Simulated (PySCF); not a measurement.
Related species of one series. Method: core-valence-separated Tamm–Dancoff BHandHLYP/aug-pcX-1 (pcseg-1 on H, def2-SVPD on Ge) in PySCF, non-relativistic, gas phase, PBE0-D3(BJ)/def2-SVP geometry. No empirical shift is added; at this level the pattern usually sits a few eV under experiment. One conformer each. Roots within 0.03 eV on the same or equivalent atoms are summed; «strongest» means within the roots computed.

Question: Order them by the first intense line (a tenth or more of the edge's strongest) of the carbon K edge, lowest first.
A. `[H]/[N:6]=[CH:5]/[GeH2:4][N:2]([CH3:1])[CH3:3]`
B. `[CH2:1]=[N:2][GeH2:3][N:4]([CH3:5])[CH3:6]`
C. `[CH3:1][N:2]([CH3:3])[GeH2:4][CH2:5][F:6]`

Answer: A (282.45 eV), B (282.72 eV), C (286.08 eV).

```
                  SMILES  E (eV)      f  core hole on             site                                   polarised  strongest line (eV)            its f
[H]/N=[CH]/[GeH2][N](C)C  282.45  0.065            C5       C=N carbon  normal to the local trigonal plane (1s→π*)               282.45            0.065
      C=[N][GeH2][N](C)C  282.72  0.069            C1       C=N carbon  normal to the local trigonal plane (1s→π*)               282.72            0.069
     C[N](C)[GeH2][CH2]F  286.08  0.012            C3  N-methyl carbon                                           –               286.77  0.060, sum of 2
```

The range is 3.63 eV. The lines marked π* (up to 282.72 eV) lie below the first intense lines of the neutral species whose SMILES has no multiple bond at carbon (from 286.08 eV).
